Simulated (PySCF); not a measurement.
Numbering as in the mapped SMILES `[CH3:1][C:2]1=[C:3]([CH:4]([CH3:5])[CH3:6])[P@:7]1([CH3:8])=[O:9]`. Each H is labelled by its parent atom.

[PySCF: GIAO PBE0/pcSseg-1 shieldings; geometry from GFN2-xTB; non-relativistic Hamiltonian; no solvent model; averaged over atoms made equivalent by symmetry, fast rotation or ring inversion; a single conformation]

References, each an isolated molecule treated in the same way: ¹³C (σref 186.93) and ¹H (σref 31.72) against TMS; ³¹P (σref 318.38) vs H3PO4; H2O for ¹⁷O (σref 336.08).

```tsv
atoms	nucleus	count	Hirshfeld charge	δ (ppm)
C2	¹³C	1	-0.04	169.1
H(C1)	¹H	3	0.05	2.32
C1	¹³C	1	-0.11	?
H(C5)	¹H	3	0.04	?
C3	¹³C	1	-0.04	182.4
C6	¹³C	1	-0.12	23.9
H(C8)	¹H	3	0.05	?
H(C4)	¹H	1	0.04	2.96
P7	³¹P	1	0.38	-101.5
C4	¹³C	1	-0.02	31.3
H(C6)	¹H	3	0.04	1.05
C5	¹³C	1	-0.11	24.3
C8	¹³C	1	-0.15	20.8
O9	¹⁷O	1	-0.41	?
```

Fill in the missing shifts.

Results:


- C1: 14.7 ppm, allylic methyl carbon; a saturated carbon with 1 carbon neighbour and no heteroatom attached
- H(C8): 1.66 ppm, hydrogen on a methyl carbon bonded to P
- H(C5): 1.26 ppm, hydrogen on a methyl carbon
- O9: 103.8 ppm, P=O oxygen

Shifts are as computed. Against solution values, carbons near 30 ppm lie about +3 ppm off and those near 130 ppm about +5 ppm. Of 1211 compounds with measured shifts, 218 miss one by over three times the rms of a fit or turn the order of signals round; such compounds aren't used in these exercises. Experimental scales use liquid or dissolved standards, which lie at an offset from isolated H2O (liquid H2O: subtract about 36 ppm) and H3PO4.
